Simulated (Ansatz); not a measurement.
WS2(NH2)2 (WS₂N₂H₄), relaxed as a singlet with RKS PBE-D4/def2-SVP in Ansatz, starting from the GFN2-xTB geometry. Force threshold 0.02 eV/Å.

In the def2 sets W takes a core potential; there is no spin–orbit coupling. The relaxation made no stability test and no search for a lower SCF solution.

Start:

Cartesian coordinates in Å:
```
W -0.431 0.020 0.317
S -0.619 1.244 2.115
S -2.280 -1.103 0.026
N 1.018 -1.269 0.617
H 1.056 -2.228 0.255
H 1.829 -1.134 1.231
N -0.209 1.229 -1.213
H 0.203 2.168 -1.186
H -0.568 1.073 -2.162
```

Task: Estimate the energy that the relaxation releases and the steps that it takes.

Result: 7.7 kJ/mol, in 6 steps; 6 s on 4 threads of Arm Neoverse V2 on a shared host. No frequencies were taken in this run, so the end may be a saddle point.

Task: Does the start keep its bonding and symmetry?

Result: By distances, no bond broke or formed. The bond that changes most is W1–S3, from 2.18 to 2.16 Å (atoms count from 1). Point group C2v at the start, C2v at the end, both within 0.05 Å.

Task: Predict the relaxed structure.

Result: 
```xyz
9

W    -0.498    0.024    0.368
S    -0.596    1.267    2.130
S    -2.287   -1.126   -0.001
N     0.976   -1.226    0.602
H     1.026   -2.149    0.159
H     1.816   -1.031    1.155
N    -0.212    1.189   -1.166
H     0.283    2.085   -1.126
H    -0.507    0.967   -2.122
```
Bond lengths: 2 × S–W 2.16 Å; 2 × N–W 1.95 Å; 4 × H–N 1.02 Å.
